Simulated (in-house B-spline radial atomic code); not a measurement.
Radial electron density of the carbon ion C³⁺, [He] 2s1. Level of theory: scalar-relativistic (X2C) PBE0, spin-polarised, spherical fractional occupations, Fermi nucleus of rms radius 2.4702 fm; calculated with an all-electron radial atomic-structure program (B-spline basis).

Columns: r (bohr), 4πr²n(r) (electrons per bohr), bar.

```
 0.00974   0.1379 #
  0.0113   0.1818 #
  0.0132    0.242 ##
  0.0154   0.3202 ##
   0.018   0.4233 ###
  0.0209   0.5504 ####
  0.0244   0.7183 #####
  0.0284   0.9265 #######
  0.0332    1.194 ########
  0.0386    1.512 ###########
   0.045    1.901 ##############
  0.0525    2.365 #################
  0.0612    2.895 #####################
  0.0713    3.482 #########################
  0.0831     4.11 #############################
  0.0969    4.745 ##################################
   0.113    5.335 ######################################
   0.132    5.821 #########################################
   0.153    6.116 ############################################
   0.179    6.182 ############################################
   0.208    5.962 ##########################################
   0.243    5.434 #######################################
   0.283    4.659 #################################
    0.33    3.715 ##########################
   0.384    2.755 ####################
   0.448    1.892 #############
   0.522    1.259 #########
   0.609   0.8945 ######
   0.709   0.7774 ######
   0.827   0.8136 ######
   0.964   0.8847 ######
    1.12   0.8895 ######
    1.31   0.7811 ######
    1.53   0.5841 ####
    1.78   0.3702 ###
    2.07   0.1948 #
    2.42  0.08023 #
    2.81  0.02684 
    3.28 0.006432 
    3.82 0.001125 
    4.46 0.0001284
```

On this grid the curve has 2 maxima, near 0.179, 1.12 bohr.

The 1s up radial function P(r) = rR(r), positive near the nucleus:

| r (bohr) | P |
| --- | --- |
| 0.00333 | 0.09249 |
| 0.00453 | 0.1245 |
| 0.00615 | 0.167 |
| 0.00836 | 0.2234 |
| 0.0113 | 0.2961 |
| 0.0154 | 0.393 |
| 0.0209 | 0.5152 |
| 0.0284 | 0.6685 |
| 0.0386 | 0.8539 |
| 0.0525 | 1.068 |
| 0.0713 | 1.297 |
| 0.0969 | 1.515 |
| 0.132 | 1.68 |
| 0.179 | 1.735 |
| 0.243 | 1.634 |
| 0.33 | 1.361 |
| 0.448 | 0.9615 |
| 0.609 | 0.5436 |
| 0.827 | 0.23 |
| 1.12 | 0.06676 |
| 1.53 | 0.01078 |
